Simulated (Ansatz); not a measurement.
Diatomic C₂-, multiplicity 2 (the spin of the measured ground state).

Constants: fifth-degree fit in 1/R to seven points, most abundant isotopes. Runs in def2 and cc sets follow the lowest solution found near the PBE0 minimum.

Cores are frozen in the correlated methods. CBS(a, b) extrapolates the correlation energy as X⁻³ and adds the Hartree–Fock energy of set b.

Programs: Ansatz (a first-principles code) with Gaussian orbitals. 

Quantity: ω_e, from seven points a level.

Costs are ratios of core time to PBE/def2-TZVPP (roughly 3 s), for whole runs (searches for the state included, and forces where a run took them) on one shared machine, so rough; each error counts from the measured 1781.2 cm⁻¹ [Irikura, J. Phys. Chem. Ref. Data 36, 389 (2007)].

```json
[
 {"level": "PBE/def2-TZVPP", "basis functions": "62", "cost": "×1"},
 {"level": "B3LYP/def2-TZVPP", "basis functions": "62", "cost": "×1"},
 {"level": "PBE0/def2-TZVPP", "basis functions": "62", "cost": "×1"},
 {"level": "B97M-V/def2-TZVPP", "basis functions": "62", "cost": "×3"},
 {"level": "B2PLYP/def2-TZVPP", "basis functions": "62", "cost": "×3"},
 {"level": "BHLYP/def2-TZVPP", "basis functions": "62", "cost": "×4"},
 {"level": "CCSD(T)/def2-TZVPP", "basis functions": "62", "cost": "×6"},
 {"level": "CCSD(T)/aug-cc-pVTZ", "basis functions": "92", "cost": "×20"},
 {"level": "CCSD(T)/def2-QZVPP", "basis functions": "114", "cost": "×40"},
 {"level": "CCSD(T)/CBS(def2-TZVPP, def2-QZVPP)", "basis functions": "-", "cost": "×50"},
 {"level": "CCSD(T)/aug-cc-pVQZ", "basis functions": "160", "cost": "×100"},
 {"level": "CCSD(T)/CBS(aug-cc-pVTZ, aug-cc-pVQZ)", "basis functions": "-", "cost": "×100"}
]
```

Q: Which is the cheapest listed level whose error stays within 18 cm⁻¹?

A: CCSD(T)/def2-TZVPP (0 cm⁻¹, cost ×6).

Q: What does the step from CCSD(T)/aug-cc-pVTZ to CCSD(T)/aug-cc-pVQZ cost and buy?

A: 92 to 160 functions, cost ×4 (rough); the error goes from -19 to -7 cm⁻¹.

Each error (cm⁻¹): PBE/def2-TZVPP 30; B3LYP/def2-TZVPP 76; PBE0/def2-TZVPP 90; B97M-V/def2-TZVPP 82; B2PLYP/def2-TZVPP -339; BHLYP/def2-TZVPP -151; CCSD(T)/def2-TZVPP 0; CCSD(T)/aug-cc-pVTZ -19; CCSD(T)/def2-QZVPP -3; CCSD(T)/CBS(def2-TZVPP, def2-QZVPP) 5; CCSD(T)/aug-cc-pVQZ -7; CCSD(T)/CBS(aug-cc-pVTZ, aug-cc-pVQZ) 1.
